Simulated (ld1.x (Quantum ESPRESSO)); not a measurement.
## Which change was made? (Sn, TM)

- Element: tin
- Generator: ld1.x (Quantum ESPRESSO) 7.5
- Type: norm-conserving Troullier–Martins (Kleinman–Bylander form)
- Functional: PBE
- Relativity: scalar-relativistic
- Frozen core: [Ar] 3d10 4s2
- Valence charge: 20
- Reference configuration: 4p6 4d10 5s2 5p1.75 (charge +0.25)
- Partial waves: 5s (bound): rc 2.15 bohr; 4p (bound): rc 1.45 bohr; 4d (bound): rc 1.35 bohr; 4f channel at 0.3 Ry: rc 2.15 bohr
- Local potential: all-electron potential smoothed inside 1.75 bohr (lloc = -2)
- Core correction: none

Occupied shells without a wave of their own: 5p. They enter only through the test configuration that unscreens the potential.

Cutoffs, loose and tight: the cutoffs (Ry, on a coarse ladder) from which the occupation-weighted sum of valence levels, in a spherical-Bessel basis at the reference potential, stays within 10 and 1 mRy of its value at 400 Ry. They do not see the model core or the augmentation charge, which bear on the density cutoff. Test errors are all-electron minus pseudo excitation energies from the reference, over the configurations 4p6 4d10 5s2 5p2; 4p6 4d10 5s2 5p1; 4p6 4d10 5s2 5p0; 4p6 4d9 5s2 5p2; 4p6 4d10 5s0 5p0; 4p6 4d9 5s2 5p3; 4p6 4d10 5s0 5p4; variants that change the core or the reference have their own tests. The largest error is taken over the tests solved by every variant that gives reliable tests at all, those not shown here included: 4p6 4d10 5s0 5p0; 4p6 4d10 5s0 5p4; 4p6 4d10 5s2 5p0; 4p6 4d10 5s2 5p1; 4p6 4d10 5s2 5p2.

The base gives: outcome: generated, misses its reference levels by 0.47 eV; cutoff, loose: 90 Ry; cutoff, tight: 160 Ry; bound ghosts: none; largest test error (meV): +2316.

On the changes marked as counting shells twice: ld1.x takes every shell without a wave as core, so the model core holds the marked electrons as well and exchange and correlation see them twice. This cancels in the reference configuration, but the file is broken for other ones, and its errors say nothing about a proper core correction.

(1) After one change the result is: outcome: generated; cutoff, loose: 80 Ry; cutoff, tight: 120 Ry; bound ghosts: s, p; largest test error (meV): -170. Which change was it?
A. core correction a·sin(br)/r model core inside 1.66 bohr (5p counted twice)
B. local potential the s channel
C. core [Kr], valence charge 14; reference 4d10 5s2 5p2; waves now 5s (bound): rc 2.20 bohr; 5p (bound): rc 2.10 bohr; 4d (bound): rc 1.70 bohr; 4f channel at 0.3 Ry: rc 1.70 bohr; local potential the f channel

Answers

(1) C. The others give: core correction a·sin(br)/r model core inside 1.66 bohr (5p counted twice) → outcome: generated, misses its reference levels by 0.47 eV; cutoff, loose: 90 Ry; cutoff, tight: 160 Ry; bound ghosts: none; largest test error (meV): -1297 | local potential the s channel → outcome: generated, misses its reference levels by 1.39 eV; cutoff, loose: 90 Ry; cutoff, tight: 160 Ry; bound ghosts: none; largest test error (meV): +7244.
